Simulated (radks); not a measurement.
Results of a calculation; reference values are marked as such.
The copper ion Cu2+, 27 electrons, occupied as [Ar] 3d7.75 4p1.25 (fractional occupations, a model configuration). Code: a radial shooting solver on a logarithmic mesh with Libxc functionals. Model: Dirac Kohn-Sham, PBE, spin-unpolarised, spherical densities, finite nucleus; open shells are shared between the two j in proportion to 2j + 1; Fermi nuclear charge, rms radius 3.8823 fm.

Normalised radial functions P(r) = r R(r) (large component), r in bohr:

| r | 3p1/2 | 3d3/2 |
|---|---|---|
| 0.00762 | 0.0175 | 0.0001 |
| 0.01 | 0.0280 | 0.0003 |
| 0.01313 | 0.0447 | 0.0006 |
| 0.01709 | 0.0698 | 0.0013 |
| 0.02244 | 0.1090 | 0.0027 |
| 0.02945 | 0.1666 | 0.0056 |
| 0.03835 | 0.2445 | 0.0113 |
| 0.05034 | 0.3492 | 0.0228 |
| 0.06607 | 0.4723 | 0.0448 |
| 0.08603 | 0.5890 | 0.0832 |
| 0.1129 | 0.6645 | 0.1506 |
| 0.1482 | 0.6310 | 0.2580 |
| 0.193 | 0.4316 | 0.4079 |
| 0.2533 | 0.0297 | 0.6046 |
| 0.3325 | -0.5051 | 0.8160 |
| 0.433 | -0.9896 | 0.9867 |
| 0.5684 | -1.2530 | 1.0663 |
| 0.746 | -1.1765 | 1.0116 |
| 0.9792 | -0.8483 | 0.8399 |
| 1.275 | -0.4766 | 0.6135 |
| 1.674 | -0.1945 | 0.3796 |
| 2.197 | -0.0547 | 0.1932 |
| 2.86 | -0.0102 | 0.0783 |
| 3.755 | -0.0010 | 0.0218 |
| 4.928 | 0.0000 | 0.0038 |
| 6.417 | 0.0000 | 0.0004 |
| 8.423 | 0.0000 | 0.0000 |

3p1/2: eigenvalue -110.88 eV, 1 radial node at r = 0.258 bohr, <r> = 0.728 bohr, 90 % of the charge inside 1.12 bohr. 3d3/2: eigenvalue -40.353 eV, 0 radial nodes, <r> = 0.851 bohr, 90 % of the charge inside 1.44 bohr.
